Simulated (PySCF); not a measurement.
```xyz
4
charge 0 multiplicity 6, angstrom
Co    0.0438    0.0494   -0.1114
N     1.8960   -0.1848    0.0772
O    -1.6838   -0.0653    0.2958
H    -2.1894    0.6552    0.6744
```

Level of theory: UPBE0/[Co def2-TZVP, N def2-TZVP, O def2-TZVP, H def2-TZVP], no relativity, density fitting, PySCF.

This geometry of CoN(OH) is a stationary point at this level.

Problem. What is the point group?

Solution. C1.

Problem. Is it a minimum?

Solution. Yes: all harmonic wavenumbers are real.

Problem. Which band is strongest in the infrared?

Solution. 628 cm⁻¹ (a), 198 km/mol.

Problem. Give the ideal-gas entropy at 298.15 K and 1 bar by parts.

Solution. translation 165.0, rotation 91.6, vibration 25.1, spin 14.9; total 296.6 J/(mol K).

Other isomers or separated fragments may lie lower. With open d or f shells other occupations or spin states may lie lower. At this level a broken-symmetry Ms = 1/2 minimum of Cs symmetry lies 46 kJ/mol below this structure.
